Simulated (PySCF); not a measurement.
HO₄S (SMILES O=S(=O)([O-])O), charge -1, singlet, geometry from GFN2-xTB; PySCF with TPSS/STO-3G.

PySCF was given this input:
```python
from pyscf import gto, scf, dft

mol = gto.Mole()
mol.atom = '''
    O     1.38992049   -0.28176098   -0.58148330
    S    -0.13445586    0.02400851    0.02026324
    O     0.12119981   -0.01438956    1.45858623
    O    -0.97063154   -1.05348789   -0.46961795
    O    -0.49393968    1.33543365   -0.48378888
    H     1.77890124   -0.27049776    0.28621944
'''
mol.basis = 'sto-3g'
mol.charge = -1
mol.verbose = 4
mol.build()

mf = dft.RKS(mol)
mf.xc = 'tpss'
mf.diis_space = 2
mf.kernel()
```

The log (banner, timings and long lists left out):

```
PySCF version 2.14.0

[INPUT] verbose = 4
[INPUT] num. atoms = 6
[INPUT] num. electrons = 50
[INPUT] charge = -1
[INPUT] spin (= nelec alpha-beta = 2S) = 0
[INPUT] symmetry False subgroup None
[INPUT] Mole.unit = angstrom
[INPUT] Symbol           X                Y                Z      unit          X                Y                Z       unit  Magmom
[...]
nuclear repulsion = 277.038618518343
number of shells = 18
number of NR pGTOs = 90
number of NR cGTOs = 30
basis = sto-3g
ecp = {}

******** <class 'pyscf.dft.rks.RKS'> ********
method = RKS
initial guess = minao
damping factor = 0
level_shift factor = 0
DIIS = <class 'pyscf.scf.diis.CDIIS'>
diis_start_cycle = 1
diis_space = 2
diis_damp = 0
SCF conv_tol = 1e-09
SCF conv_tol_grad = None
SCF max_cycles = 50
direct_scf = True
direct_scf_tol = 1e-13
XC library pyscf.dft.libxc version 7.1.2
    S. Lehtola, C. Steigemann, M. J. T. Oliveira, and M. A. L. Marques,  SoftwareX 7, 1–5 (2018)
XC functionals = tpss
    J. Tao, J. P. Perdew, V. N. Staroverov, and G. E. Scuseria,  Phys. Rev. Lett. 91, 146401 (2003)
    J. P. Perdew, J. Tao, V. N. Staroverov, and G. E. Scuseria,  J. Chem. Phys. 120, 6898 (2004)
    J. Tao, J. P. Perdew, V. N. Staroverov, and G. E. Scuseria,  Phys. Rev. Lett. 91, 146401 (2003)
    J. P. Perdew, J. Tao, V. N. Staroverov, and G. E. Scuseria,  J. Chem. Phys. 120, 6898 (2004)
radial grids:
    Treutler-Ahlrichs [JCP 102, 346 (1995); DOI:10.1063/1.469408] (M4) radial grids

becke partition: Becke, JCP 88, 2547 (1988); DOI:10.1063/1.454033
pruning grids: <function nwchem_prune>
grids dens level: 3
symmetrized grids: False
atomic radii adjust function: <function treutler_atomic_radii_adjust>
small_rho_cutoff = 0
Set gradient conv threshold to 3.16228e-05
Initial guess from minao.
tot grids = 85016
init E= -692.46631074227
[...]
cycle= 1 E= -690.109457242096  delta_E= 2.36  |g|= 1.22  |ddm|= 3.87
[...]
cycle= 2 E= -689.967468565126  delta_E= 0.142  |g|= 1.32  |ddm|= 4.51
[...]
cycle= 3 E= -690.516182841505  delta_E= -0.549  |g|= 0.56  |ddm|= 3.14
[...]
cycle= 4 E= -690.545354889661  delta_E= -0.0292  |g|= 0.463  |ddm|= 1.68
[...]
cycle= 5 E= -690.618556821676  delta_E= -0.0732  |g|= 0.186  |ddm|= 0.912
[...]
cycle= 6 E= -690.588441388833  delta_E= 0.0301  |g|= 0.342  |ddm|= 0.869
[...]
cycle= 7 E= -690.626328752292  delta_E= -0.0379  |g|= 0.102  |ddm|= 0.663
[...]
cycle= 8 E= -690.618324311622  delta_E= 0.008  |g|= 0.19  |ddm|= 0.441
[...]
[...]
[...]
cycle= 20 E= -690.523790711262  delta_E= 0.0706  |g|= 0.594  |ddm|= 1.21
[...]
cycle= 21 E= -690.570439560668  delta_E= -0.0466  |g|= 0.408  |ddm|= 1.24
[...]
cycle= 22 E= -690.451609917383  delta_E= 0.119  |g|= 0.724  |ddm|= 1.71
[...]
cycle= 23 E= -690.469165829464  delta_E= -0.0176  |g|= 0.741  |ddm|= 1.76
[...]
cycle= 24 E= -690.39526727136  delta_E= 0.0739  |g|= 0.807  |ddm|= 2.08
[...]
cycle= 25 E= -690.293836360166  delta_E= 0.101  |g|= 1.01  |ddm|= 2.49
[...]
cycle= 26 E= -689.60011046711  delta_E= 0.694  |g|= 1.95  |ddm|= 3.33
[...]
cycle= 27 E= -690.116392924526  delta_E= -0.516  |g|= 1.18  |ddm|= 3.49
[...]
cycle= 28 E= -685.192791470642  delta_E= 4.92  |g|= 3.71  |ddm|= 6.84
[...]
cycle= 29 E= -689.459302542241  delta_E= -4.27  |g|= 1.99  |ddm|=  6.5
[...]
cycle= 30 E= -684.150722627317  delta_E= 5.31  |g|= 3.45  |ddm|= 7.43
[...]
cycle= 31 E= -683.583001801338  delta_E= 0.568  |g|= 3.17  |ddm|=  8.8
[...]
cycle= 32 E= -678.467036197188  delta_E= 5.12  |g|= 4.74  |ddm|= 10.3
[...]
cycle= 33 E= -678.625803881226  delta_E= -0.159  |g|= 3.33  |ddm|= 9.45
[...]
cycle= 34 E= -679.102757784928  delta_E= -0.477  |g|= 3.74  |ddm|= 10.1
[...]
cycle= 35 E= -676.849796547984  delta_E= 2.25  |g|= 3.75  |ddm|= 9.32
[...]
cycle= 36 E= -671.497350673226  delta_E= 5.35  |g|= 4.01  |ddm|= 11.6
[...]
cycle= 37 E= -679.664945340057  delta_E= -8.17  |g|= 3.04  |ddm|=   11
[...]
cycle= 38 E= -676.431613229822  delta_E= 3.23  |g|= 3.72  |ddm|= 9.67
[...]
cycle= 39 E= -671.230132492069  delta_E=  5.2  |g|= 3.82  |ddm|= 11.5
[...]
cycle= 40 E= -679.782355533419  delta_E= -8.55  |g|= 2.98  |ddm|= 10.9
[...]
cycle= 41 E= -676.39886636404  delta_E= 3.38  |g|=  3.7  |ddm|= 9.74
[...]
cycle= 42 E= -671.203487878955  delta_E=  5.2  |g|= 3.79  |ddm|= 11.5
[...]
cycle= 43 E= -679.821961585993  delta_E= -8.62  |g|= 2.99  |ddm|= 10.9
[...]
cycle= 44 E= -676.387486391976  delta_E= 3.43  |g|=  3.7  |ddm|= 9.77
[...]
cycle= 45 E= -671.192861068947  delta_E= 5.19  |g|= 3.78  |ddm|= 11.5
[...]
cycle= 46 E= -679.840810522229  delta_E= -8.65  |g|=    3  |ddm|= 10.9
[...]
cycle= 47 E= -676.38422044155  delta_E= 3.46  |g|= 3.69  |ddm|= 9.77
[...]
cycle= 48 E= -671.188548267357  delta_E=  5.2  |g|= 3.78  |ddm|= 11.5
[...]
cycle= 49 E= -679.847550418641  delta_E= -8.66  |g|=    3  |ddm|= 10.9
[...]
cycle= 50 E= -676.383515868633  delta_E= 3.46  |g|= 3.69  |ddm|= 9.78
SCF not converged.
SCF energy = -676.383515868633
```

Convergence was not reached.
